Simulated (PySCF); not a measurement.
An unknown gives this computed stick spectrum. Method: TDDFT B3LYP/def2-SVPD, vertical, gas phase, core orbitals frozen in the response (PySCF). Geometries: GFN2-xTB, one conformer each.

| state | λ (nm) | f |
| --- | --- | --- |
| S1 | 469.6 | 0.0033 |
| S2 | 315.7 | 0.034 |
| S3 | 303.1 | 0.088 |
| S4 | 280.3 | 0.014 |
| S5 | 264.0 | 0.036 |
| S6 | 249.3 | 0.0016 |
| S7 | 248.6 | 0.0084 |
| S8 | 240.3 | 0.0086 |

Triplets computed (Tamm–Dancoff): 2.33, 2.71, 3.51 eV.

Task: Which candidate is it?
A. `NC(=S)c1ccncc1`
B. `C[C@@H](C#N)c1nccs1`
C. `C#Cc1cncc(C#N)n1`

Result: A. Its S1, at 2.64 eV, is the lowest among the candidates; the nearest of the others has S1 at 3.82 eV. S1 is HOMO→LUMO (97%). Löwdin shares by element: HOMO sulfur 75%, carbon 11% or more; LUMO carbon 31% or more, sulfur 20%, nitrogen 11% or more (atoms not listed hold the other 37%). At the same level the other candidates give, for their lowest levels:
- `C[C@@H](C#N)c1nccs1`: 235 nm (f 0.001); 231 nm (f 0.102); 212 nm (f 0.001); 198 nm (f 0.046); 189 nm (f 0.001); T1 3.74 eV; HOMO -7.31, LUMO -1.49 eV
- `C#Cc1cncc(C#N)n1`: 324 nm (f 0.003); 307 nm (f 0.000); 277 nm (f 0.138); 256 nm (f 0.000); 246 nm (f 0.250); T1 3.21 eV; HOMO -7.89, LUMO -2.86 eV

Shape of the structure used: `[NH2:1][C:2](=[S:3])[c:4]1[cH:5][cH:6][n:7][cH:8][cH:9]1`: N1–C2–C4–C5 -154°, H–N1–C2–S3 -3°, H–N1–C2–S3 -172°.
